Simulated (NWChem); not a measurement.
System: C4H4N2; SMILES C=C1C=NC=N1

NWChem printed, in part:

```
             Northwest Computational Chemistry Package (NWChem) 7.3.0
             --------------------------------------------------------

 CS  symmetry detected

                             Geometry "geometry" -> ""
                             -------------------------

 Output coordinates in angstroms (scale by  1.889725989 to convert to a.u.)

  No.       Tag          Charge          X              Y              Z
 ---- ---------------- ---------- -------------- -------------- --------------
    1 C                    6.0000     0.06103573    -2.06732290     0.00000000
    2 C                    6.0000     0.00474569    -0.71290588     0.00000000
    3 C                    6.0000     1.12930436     0.25128088     0.00000000
    4 N                    7.0000     0.66527935     1.47111779     0.00000000
    5 C                    6.0000    -0.74797378     1.27570197     0.00000000
    6 N                    7.0000    -1.18411920     0.04432980     0.00000000
    7 H                    1.0000    -0.86654123    -2.65978765     0.00000000
    8 H                    1.0000     1.02776738    -2.59292116     0.00000000
    9 H                    1.0000     2.20516764     0.01303463     0.00000000
   10 H                    1.0000    -1.41718684     2.15101659     0.00000000

 Effective nuclear repulsion energy (a.u.)     204.4286346877

      Symmetry information
      --------------------

 Group name             Cs
 Group number              2
 Group order               2
 No. of unique centers    10

                                 NWChem DFT Module
                                 -----------------

 Summary of "ao basis" -> "ao basis" (spherical)
 ------------------------------------------------------------------------------
       Tag                 Description            Shells   Functions and Types
 ---------------- ------------------------------  ------  ---------------------
 C                           6-31g*                  6       14   3s2p1d
 N                           6-31g*                  6       14   3s2p1d
 H                           6-31g*                  2        2   2s

      Symmetry analysis of basis
      --------------------------

        a'         68
        a"         24

            General Information
            -------------------
          SCF calculation type: DFT
          Wavefunction type:  closed shell.
          No. of atoms     :    10
          No. of electrons :    42
           Alpha electrons :    21
            Beta electrons :    21
          Charge           :     0
          Spin multiplicity:     1
          Use of symmetry is: on ; symmetry adaption is: on
          Maximum number of iterations: 150
          AO basis - number of functions:    92
                     number of shells:    44
          Convergence on energy requested:  1.00D-06
          Convergence on density requested:  1.00D-05
          Convergence on gradient requested:  5.00D-04

              XC Information
              --------------
                         MN15 Method XC Functional
                     Hartree-Fock (Exact) Exchange  0.440
                          MN15 Exchange Functional  1.000
                        MN15 Correlation Potential  1.000

             Grid Information
             ----------------
          Grid used for XC integration:  medium
          Radial quadrature: Mura-Knowles
          Angular quadrature: Lebedev.
          Tag              B.-S. Rad. Rad. Pts. Rad. Cut. Ang. Pts.
          ---              ---------- --------- --------- ---------
          C                   0.70       49          11.0       434
          N                   0.65       49          11.0       434
          H                   0.35       45          12.0       434
          Grid pruning is: on
          Number of quadrature shells:   474
          Spatial weights used:  Erf1

      Superposition of Atomic Density Guess
      -------------------------------------

 Sum of atomic energies:        -261.22142324

      Non-variational initial energy
      ------------------------------

 Total energy =    -264.747595
 1-e energy   =    -757.435857
 2-e energy   =     288.259627
 HOMO         =      -0.281258
 LUMO         =      -0.085686

      Symmetry analysis of molecular orbitals - initial
      -------------------------------------------------

  Numbering of irreducible representations:

     1 a'          2 a"

  Orbital symmetries:

     1 a'          2 a'          3 a'          4 a'          5 a'
     6 a'          7 a'          8 a'          9 a'         10 a'
    11 a'         12 a'         13 a'         14 a"         15 a'
    16 a'         17 a'         18 a"         19 a'         20 a'
    21 a"         22 a"         23 a"         24 a"         25 a'
    26 a'         27 a'         28 a'         29 a'         30 a'
    31 a'

     ---------------------------------------------
      Total Density - Mulliken Population Analysis
     ---------------------------------------------

    Atom       Charge   Shell Charges
 -----------   ------   -------------------------------------------------------
    1 C    6     6.38   2.00  0.74  1.86  0.64  1.12  0.03
    2 C    6     5.74   2.00  0.73  1.80  0.42  0.72  0.06
    3 C    6     5.72   2.00  0.73  1.69  0.50  0.74  0.05
    4 N    7     7.70   2.00  0.86  2.44  0.90  1.48  0.03
    5 C    6     5.56   2.00  0.73  1.63  0.46  0.67  0.07
    6 N    7     7.76   2.00  0.86  2.48  0.90  1.49  0.04
    7 H    1     0.78   0.46  0.32
    8 H    1     0.77   0.46  0.31
    9 H    1     0.79   0.46  0.33
   10 H    1     0.80   0.47  0.34

   convergence    iter        energy       DeltaE   RMS-Dens  Diis-err
 ---------------- ----- ----------------- --------- --------- ---------
 d= 0,ls=0.0,diis     1   -263.8309963272 -4.68D+02  1.27D-02  1.11D+00
 d= 0,ls=0.0,diis     2   -263.8411917301 -1.02D-02  7.64D-03  9.94D-01
 d= 0,ls=0.0,diis     3   -263.9362529607 -9.51D-02  2.29D-03  1.22D-01
 d= 0,ls=0.0,diis     4   -263.9495015044 -1.32D-02  6.30D-04  4.92D-03
 d= 0,ls=0.0,diis     5   -263.9500782607 -5.77D-04  2.46D-04  6.69D-04
  Resetting Diis
 d= 0,ls=0.0,diis     6   -263.9501469956 -6.87D-05  1.05D-04  1.55D-04
 d= 0,ls=0.0,diis     7   -263.9501661059 -1.91D-05  6.79D-05  1.63D-05
 d= 0,ls=0.0,diis     8   -263.9501638904  2.22D-06  3.95D-05  3.67D-05
 d= 0,ls=0.0,diis     9   -263.9501683462 -4.46D-06  6.83D-06  5.89D-07
 d= 0,ls=0.0,diis    10   -263.9501684216 -7.54D-08  5.01D-06  1.14D-07

         Total DFT energy =     -263.950168421644
      One electron energy =     -760.802215302954
           Coulomb energy =      328.994750220775
    Exchange-Corr. energy =      -36.571338027209
 Nuclear repulsion energy =      204.428634687744

 Numeric. integr. density =       41.999996169212

                  Occupations of the irreducible representations
                  ----------------------------------------------

                     irrep           alpha         beta
                     --------     --------     --------
                     a'               18.0         18.0
                     a"                3.0          3.0

                       DFT Final Molecular Orbital Analysis
                       ------------------------------------

 Vector   19  Occ=2.000000D+00  E=-3.352745D-01  Symmetry=a"
              MO Center=  2.2D-01,  2.7D-02,  5.0D-15, r^2= 3.0D+00
   Bfn.  Coefficient  Atom+Function         Bfn.  Coefficient  Atom+Function
  ----- ------------  ---------------      ----- ------------  ---------------
    47      0.374269   4 N  pz               19     -0.268834   2 C  pz
    51      0.258481   4 N  pz                5     -0.255308   1 C  pz
    75     -0.216731   6 N  pz               33      0.213534   3 C  pz
     9     -0.181004   1 C  pz               23     -0.171933   2 C  pz
    79     -0.153272   6 N  pz               37      0.142436   3 C  pz

 Vector   20  Occ=2.000000D+00  E=-3.170712D-01  Symmetry=a'
              MO Center= -2.1D-01,  8.1D-01, -1.8D-15, r^2= 2.7D+00
   Bfn.  Coefficient  Atom+Function         Bfn.  Coefficient  Atom+Function
  ----- ------------  ---------------      ----- ------------  ---------------
    73      0.360960   6 N  px               46      0.333185   4 N  py
    45      0.292042   4 N  px               77      0.258761   6 N  px
    50      0.240616   4 N  py               49      0.190381   4 N  px
    74      0.175512   6 N  py               59     -0.168561   5 C  px
    20      0.165184   2 C  s                78      0.122941   6 N  py

 Vector   21  Occ=2.000000D+00  E=-3.065346D-01  Symmetry=a"
              MO Center= -2.8D-01, -1.2D-01,  6.6D-16, r^2= 2.9D+00
   Bfn.  Coefficient  Atom+Function         Bfn.  Coefficient  Atom+Function
  ----- ------------  ---------------      ----- ------------  ---------------
    75      0.331733   6 N  pz               61      0.310693   5 C  pz
     5     -0.259496   1 C  pz               33     -0.243216   3 C  pz
    79      0.233274   6 N  pz               65      0.211122   5 C  pz
    19     -0.204888   2 C  pz                9     -0.201507   1 C  pz
    37     -0.180869   3 C  pz               23     -0.117286   2 C  pz

 Vector   22  Occ=0.000000D+00  E=-7.087182D-02  Symmetry=a"
              MO Center=  1.4D-01, -4.7D-01, -1.2D-15, r^2= 3.6D+00
   Bfn.  Coefficient  Atom+Function         Bfn.  Coefficient  Atom+Function
  ----- ------------  ---------------      ----- ------------  ---------------
     9      0.415180   1 C  pz                5      0.382945   1 C  pz
    33     -0.295204   3 C  pz               37     -0.282475   3 C  pz
    61      0.245958   5 C  pz               65      0.230602   5 C  pz
    47      0.209950   4 N  pz               51      0.204472   4 N  pz
    23     -0.184703   2 C  pz               75     -0.182802   6 N  pz

 Vector   23  Occ=0.000000D+00  E= 8.219186D-02  Symmetry=a"
              MO Center= -1.3D-01,  9.4D-01, -4.1D-16, r^2= 2.3D+00
   Bfn.  Coefficient  Atom+Function         Bfn.  Coefficient  Atom+Function
  ----- ------------  ---------------      ----- ------------  ---------------
    65     -0.551501   5 C  pz               51      0.508406   4 N  pz
    61     -0.421817   5 C  pz               47      0.410124   4 N  pz
    79      0.378934   6 N  pz               37     -0.362072   3 C  pz
    75      0.300130   6 N  pz               33     -0.232566   3 C  pz
    27      0.030632   2 C  d  1             39      0.029678   3 C  d -1

 Vector   24  Occ=0.000000D+00  E= 1.131677D-01  Symmetry=a"
              MO Center=  8.3D-02, -5.4D-01, -4.4D-15, r^2= 2.8D+00
   Bfn.  Coefficient  Atom+Function         Bfn.  Coefficient  Atom+Function
  ----- ------------  ---------------      ----- ------------  ---------------
    23      0.702302   2 C  pz               19      0.499425   2 C  pz
     9     -0.484276   1 C  pz               37     -0.478426   3 C  pz
    79     -0.401187   6 N  pz               33     -0.304155   3 C  pz
    75     -0.295651   6 N  pz                5     -0.226632   1 C  pz
    51      0.182333   4 N  pz               65      0.167340   5 C  pz

     ---------------------------------------------
      Total Density - Mulliken Population Analysis
     ---------------------------------------------

    Atom       Charge   Shell Charges
 -----------   ------   -------------------------------------------------------
    1 C    6     6.33   2.00  0.68  2.03  0.61  1.00  0.03
    2 C    6     5.79   2.00  0.68  2.05  0.39  0.62  0.06
    3 C    6     5.98   2.00  0.68  2.02  0.48  0.75  0.05
    4 N    7     7.33   2.00  0.80  2.40  0.86  1.24  0.04
    5 C    6     5.87   2.00  0.69  1.99  0.43  0.69  0.07
    6 N    7     7.35   2.00  0.80  2.41  0.86  1.25  0.04
    7 H    1     0.82   0.52  0.30
    8 H    1     0.83   0.53  0.31
    9 H    1     0.84   0.53  0.32
   10 H    1     0.84   0.53  0.31

     -------------------------------------------
      Total Density - Lowdin Population Analysis
     -------------------------------------------

    Atom       Charge   Shell Charges
 -----------   ------   -------------------------------------------------------
    1 C    6     6.17   1.99  0.56  1.82  0.45  1.29  0.06
    2 C    6     6.02   1.99  0.52  1.84  0.37  1.18  0.14
    3 C    6     6.05   1.99  0.54  1.83  0.41  1.17  0.12
    4 N    7     7.15   1.99  0.71  2.24  0.58  1.55  0.08
    5 C    6     6.02   1.98  0.53  1.79  0.40  1.15  0.15
    6 N    7     7.16   1.99  0.70  2.25  0.57  1.55  0.08
    7 H    1     0.84   0.48  0.36
    8 H    1     0.86   0.49  0.37
    9 H    1     0.86   0.49  0.37
   10 H    1     0.87   0.50  0.37

     Multipole analysis of the density
     ---------------------------------

     L   x y z        total         alpha         beta         nuclear
     -   - - -        -----         -----         ----         -------
     0   0 0 0     -0.000000    -21.000000    -21.000000     42.000000

     1   1 0 0      0.470232      0.235116      0.235116     -0.000000
     1   0 1 0     -0.887188     -0.443594     -0.443594     -0.000000
     1   0 0 1     -0.000000     -0.000000     -0.000000      0.000000

     2   2 0 0    -25.686381    -71.092200    -71.092200    116.498019
     2   1 1 0     -3.504522      1.276291      1.276291     -6.057105
     2   1 0 1     -0.000000     -0.000000     -0.000000      0.000000
     2   0 2 0    -22.996554   -140.812801   -140.812801    258.629047
     2   0 1 1      0.000000      0.000000      0.000000      0.000000
     2   0 0 2    -26.357576    -13.178788    -13.178788      0.000000
```

Level: MN15/6-31G* (spherical d). Structure relaxed at the PBE-D3(BJ)/def2-SVP level.

Question: Which NWChem input produces such a log?

Answer: Several could match; the one computed here: the input that was run:
```
start job
memory heap 200 mb stack 900 mb global 1100 mb
geometry units angstroms noautoz
  C      0.050600    -2.064596     0.000000
  C     -0.000995    -0.709992     0.000000
  C      1.126899     0.250291     0.000000
  N      0.667105     1.471729     0.000000
  C     -0.746817     1.281213     0.000000
  N     -1.187228     0.051360     0.000000
  H     -0.879025    -2.653842     0.000000
  H      1.015504    -2.593542     0.000000
  H      2.201930     0.008317     0.000000
  H     -1.412992     2.158842     0.000000
end
basis spherical
  C library 6-31g*
  N library 6-31g*
  H library 6-31g*
end
dft
  xc mn15
  iterations 150
  mulliken
end
task dft energy
```
